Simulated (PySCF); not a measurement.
Gas-phase reaction: GeF₄ + GeH₂ ⇌ 2 GeF₂ + H₂, at 1800 K and a standard pressure of 1 bar. Level: HF/def2-TZVP†.

Method: PySCF energies plus ideal-gas RRHO corrections (1 bar). † marks an energy on the PBE0/def2-TZVP geometry and frequencies. All species are closed-shell singlets. Ge: all electrons, no relativistic terms. GeH₂: computed as isolated molecules; such fragments, hydroxides, amides, oligomers or adducts are transient or little studied in the gas. The harmonic model lacks anharmonicity and excited electronic states, which grow with temperature; levels with a mode under 35 cm⁻¹ are left out.

```
species       E (Ha)  H(1800 K) − E (kJ/mol)  S°(1800 K) (J/mol/K)
-------  -----------  ----------------------  --------------------
GeF₄     -2473.46989                   196.7                 481.1
GeH₂     -2076.47594                   111.2                 301.5
GeF₂     -2274.41531                   105.6                 369.4
H₂          -1.13248                    80.4                 183.9
```
E: electronic energy; H − E holds the zero-point and thermal terms. 1 Ha = 2625.5 kJ/mol.

### Question
Work out ΔH°, ΔS°, ΔG° and log10 K from these numbers.

### Answer
1. ΔE = 2×(-2274.41531) + 1×(-1.13248) − 1×(-2473.46989) − 1×(-2076.47594) = -0.01727 Ha = -45.3 kJ.
2. Δ(H − E) = 2×(105.6) + 1×(80.4) − 1×(196.7) − 1×(111.2) = -16.3 kJ, so ΔH° = -61.6 kJ.
3. ΔS° = 2×(369.4) + 1×(183.9) − 1×(481.1) − 1×(301.5) = 140.1 J/K; the number of gas molecules changes by +1.
4. ΔG° = ΔH° − TΔS° = -61.6 − 1800×(140.1)/1000 = -313.8 kJ.
5. log10 K = −ΔG°/(RT ln 10) = 9.11, with RT ln 10 = 34.46 kJ/mol; at standard pressures the products are favoured.
6. A shift of 10 kJ in ΔE would move log10 K by 0.29 here.
For scale, ΔH°(298 K) is -49 kJ at this level, -116 kJ at ωB97M-V/def2-TZVP†, and runs from -385 to -49 kJ over the 20 levels computed.
